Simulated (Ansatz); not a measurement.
`[F][Ti]([F])([F])[Cl]` + `BCBF` → `[F][Ti]([F])([F])[F]` + `BCBCl` at 500 K and 1 bar (redistribution).

Calculated with Ansatz (gas phase, PBE0-D4/def2-TZVP geometries, no zero-point term in ΔE). CBS: MP2 limit from def2 TZ/QZ plus the TZ coupled-cluster correction, frozen cores. For Ti outer-core shells are correlated without core-valence functions, which leaves a few kJ/mol of doubt a bond. Scalar relativity is left out up to krypton. One conformer a species, not always the lowest.

| species | CCSD(T)/CBS energy (Eh) | H − E (kJ/mol) | S (J/(mol·K)) |
| --- | --- | --- | --- |
| `[F][Ti]([F])([F])[Cl]` | -1608.34854 | 60.2 | 377.1 |
| `BCBF` | -190.47993 | 201.6 | 355.7 |
| `[F][Ti]([F])([F])[F]` | -1248.36877 | 61.3 | 352.4 |
| `BCBCl` | -550.44841 | 199.0 | 368.8 |

H − E and S are ideal-gas, rigid-rotor, harmonic terms from PBE0-D4/def2-TZVP, for one conformer and one mirror image of each species. 1 Eh = 2625.50 kJ/mol, R = 8.31446 J/(mol·K).

Q: By hand: ΔE, ΔH, ΔS and ΔG.

A: ΔE = (-1248.36877) + (-550.44841) − (-1608.34854) − (-190.47993) = 0.01129 Eh = 29.6 kJ/mol. Δ(H − E) = 61.3 + 199.0 − 60.2 − 201.6 = -1.5, so ΔH = 28.1 kJ/mol. ΔS = 352.4 + 368.8 − 377.1 − 355.7 = -11.6 J/(mol·K). ΔG = 28.1 − 500 × (-11.6)/1000 = 33.9 kJ/mol.

Q: By hand: the equilibrium constant, and the temperature at which ΔG would vanish if ΔH and ΔS stayed fixed.

A: log₁₀ K = −ΔG/(RT ln 10) = -3.5. ΔH and −TΔS have one sign here, so there is no such temperature.

The number of gas molecules stays the same, so ΔS is small and ΔH decides. A doubt of 5 kJ/mol in ΔE shifts log₁₀ K by 0.5 here. Other conformers and mirror images would add mixing entropy, several J/(mol·K) or more a flexible species. These are equilibria of isolated gas molecules and say nothing of rates. Largest T1 diagnostic: 0.024 (customary marks: 0.02 for closed shells, 0.045 for open ones).

ΔS is within the doubt of such terms, so its sign, and with it that verdict, could turn.
